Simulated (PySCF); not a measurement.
Compound: 1,4-cyclohexanedione, C₆H₈O₂.
Numbering: `[O:1]=[C:2]1[CH2:3][CH2:4][C:5](=[O:6])[CH2:7][CH2:8]1` (hydrogens: H9, H10 on C3; H11, H12 on C4; H13, H14 on C7; H15, H16 on C8)

The same species was optimised twice, with GFN2-xTB and with PBE0-D3(BJ)/def2-SVP (PySCF), and the same property calculations (PySCF, gas phase) were run on both structures.

```csv
coordinate,GFN2-xTB,PBE0-D3(BJ)/def2-SVP,change
C2–C8 (Å),1.512,1.517,+0.005
C5–C7 (Å),1.512,1.517,+0.005
C2–C3 (Å),1.512,1.517,+0.005
C4–C5 (Å),1.512,1.517,+0.005
C5=O6 (Å),1.204,1.205,+0.001
O1=C2 (Å),1.204,1.205,+0.001
C3–C4 (Å),1.525,1.525,0.000
C7–C8 (Å),1.525,1.525,0.000
C3–C2–C8 (°),114.0,115.2,+1.2
C4–C5–C7 (°),114.0,115.2,+1.2
O1–C2–C3 (°),123.0,122.3,-0.7
C4–C5–O6 (°),123.0,122.4,-0.6
O6–C5–C7 (°),123.0,122.5,-0.5
O1–C2–C8 (°),123.0,122.5,-0.5
C2–C3–C4 (°),112.6,113.0,+0.4
C3–C4–C5 (°),112.6,112.9,+0.3
```

Rotational constants: A = 4614, B = 1520, C = 1220 MHz (GFN2-xTB) against A = 4532, B = 1520, C = 1211 MHz (PBE0-D3(BJ)/def2-SVP). Point groups within 0.08 Å: D2 and D2.

On the GFN2-xTB structure: isotropic polarisability (au) 71.2 [wB97X-D/def2-SVPD]; HOMO (eV) -9.41 [wB97X-D/def2-SVPD]; LUMO (eV) 0.94 [wB97X-D/def2-SVPD]; HOMO (eV) -7.39 [PBE0/pcSseg-1]; LUMO (eV) -0.76 [PBE0/pcSseg-1]; GIAO shielding of O1/O6 (mean) (ppm) -347.6 [PBE0/pcSseg-1]; GIAO shielding of C2/C5 (mean) (ppm) -26.5 [PBE0/pcSseg-1]; GIAO shielding of C3/C4/C7/C8 (mean) (ppm) 147.5 [PBE0/pcSseg-1].

What do these properties become on the PBE0-D3(BJ)/def2-SVP structure?

```csv
property,level,on GFN2-xTB,on PBE0-D3(BJ)/def2-SVP,change
isotropic polarisability (au),wB97X-D/def2-SVPD,71.2,72.0,+0.8
HOMO (eV),wB97X-D/def2-SVPD,-9.41,-9.42,-0.01
LUMO (eV),wB97X-D/def2-SVPD,0.94,0.90,-0.04
"energy, GFN2-xTB geometry as zero (kcal/mol)",wB97X-D/def2-SVPD,0.0,-0.6,-0.6
HOMO (eV),PBE0/pcSseg-1,-7.39,-7.40,-0.01
LUMO (eV),PBE0/pcSseg-1,-0.76,-0.81,-0.05
"energy, GFN2-xTB geometry as zero (kcal/mol)",PBE0/pcSseg-1,0.0,-0.4,-0.4
GIAO shielding of O1/O6 (mean) (ppm),PBE0/pcSseg-1,-347.6,-347.9,-0.3
GIAO shielding of C2/C5 (mean) (ppm),PBE0/pcSseg-1,-26.5,-26.5,0.0
GIAO shielding of C3/C4/C7/C8 (mean) (ppm),PBE0/pcSseg-1,147.5,146.2,-1.3
```

The heavy atoms differ by 0.016 Å rms after alignment. Among bonds between heavy atoms C2–C3, C2–C8, C4–C5 and C5–C7 change most and about equally (+0.005 Å). Changes are differences of the printed values. Neither structure is proved a minimum here.

The pairwise dispersion term of wB97X-D wasn't added to the energies; at a given geometry it leaves orbitals and properties as they are.
